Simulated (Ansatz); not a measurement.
Two isomers of C2H5NSe: A = `C[Se]C=N`, B = `CNC=[Se]`.

Program: Ansatz. Geometries: PBE0-D4/def2-TZVP. ΔE: electronic, gas phase. CBS: MP2 limit from def2 TZ/QZ plus the TZ coupled-cluster correction, frozen cores. DFT in def2-TZVPP. B3LYP here is the variant with VWN-RPA as its local correlation; programs differ in this. For Se outer-core shells are correlated without core-valence functions, which leaves a few kJ/mol of doubt a bond. Scalar relativity is left out up to krypton. Each species was taken in one conformer, which may not be the lowest.

Which is lower in electronic energy at CCSD(T)/CBS, and by how much? (Estimate.)

Computed: B, by 9.5 kcal/mol.

Give E(B) − E(A) in kcal/mol with B2PLYP, B3LYP-D4, CCSD/def2-TZVPP, ωB97M-V, PBE-D4, B3LYP, MP2/def2-TZVPP. (An estimate is asked.)

Ansatz gave: B2PLYP -10.0, B3LYP-D4 -10.1, CCSD/def2-TZVPP -7.6, ωB97M-V -9.3, PBE-D4 -10.1, B3LYP -9.9, MP2/def2-TZVPP -9.3. None reverses the order clearly.

Largest T1 diagnostic: 0.016.

From PBE to PBE0 (25 % exact exchange), in def2-TZVPP and without D4, E(B) − E(A) moves by −0.8 kcal/mol.
